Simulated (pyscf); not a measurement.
## H₂N–Si(NH₂)(NH₂)–F (SMILES N[Si](N)(N)F), singlet

Gas-phase minimum from PySCF at ωB97X-D3(BJ)/def2-SVP, one conformer. 

SMILES: N[Si](N)(F)N
```xyz
11

N      0.0673     0.3593     1.4207
Si     0.0579     0.6363    -0.2771
N      0.3912     2.1704    -0.9810
N     -1.4988     0.1924    -0.8188
F      1.3236    -0.2646    -0.7892
H      0.9416     0.2042     1.9093
H     -0.6357     0.7687     2.0244
H     -0.2281     2.9601    -0.8422
H      1.3508     2.4653    -1.1216
H     -1.9727    -0.6141    -0.4295
H     -1.7961     0.4007    -1.7648
```

Bonded distances (Å): N1–Si2 1.720, N1–H6 1.014, N1–H7 1.013, Si2–N3 1.720, Si2–N4 1.707, Si2–F5 1.636, N3–H8 1.013, N3–H9 1.014, N4–H10 1.013, N4–H11 1.013. Bond angles (°): Si2–N1–H6 120.3, Si2–N1–H7 121.3, H6–N1–H7 111.9, N1–Si2–N3 123.1, N1–Si2–N4 106.0, N1–Si2–F5 102.5, N3–Si2–N4 106.2, N3–Si2–F5 102.3, N4–Si2–F5 117.6, Si2–N3–H8 121.4, Si2–N3–H9 120.0, H8–N3–H9 111.8, Si2–N4–H10 120.8, Si2–N4–H11 120.7 (the first ones only).

Properties at ωB97X-D3(BJ)/def2-SVP:

```yaml
harmonic_wavenumbers_unscaled: 128, 210, 256, 261, 309, 325, 345, 355, 398, 438, 450, 750, 764, 811, 820, 895, 955, 988, 1540, 1546, 1548, 3633, 3634, 3635, 3731, 3733, 3737 cm⁻¹
zero_point_energy: 51.7 kcal/mol
rotational_symmetry_number: 1
Entropy of this conformer at 298 K and 1 atm, rigid rotor and harmonic oscillator, modes under 100 cm⁻¹ raised to 100: 347.6 J/(mol K)
dipole_moment: 2.37 D
```

Single-point totals, which compare only within one level:

```json
[
 {"level": "ωB97X-D3(BJ)/def2-TZVP", "total energy (hartree)": "-557.60244"},
 {"level": "PBE/def2-TZVP", "total energy (hartree)": "-557.06510"},
 {"level": "r²SCAN/def2-TZVP", "total energy (hartree)": "-557.35915"},
 {"level": "B3LYP-D3(BJ)/def2-TZVP", "total energy (hartree)": "-557.55380"},
 {"level": "PBE0-D3(BJ)/def2-TZVP", "total energy (hartree)": "-557.11246"},
 {"level": "M06-2X/def2-TZVP", "total energy (hartree)": "-557.39785"},
 {"level": "ωB97M-D3(BJ)/def2-TZVP", "total energy (hartree)": "-557.62257"}
]
```

Soft torsions are taken as harmonic, which can shift the entropy by several J/(mol K).
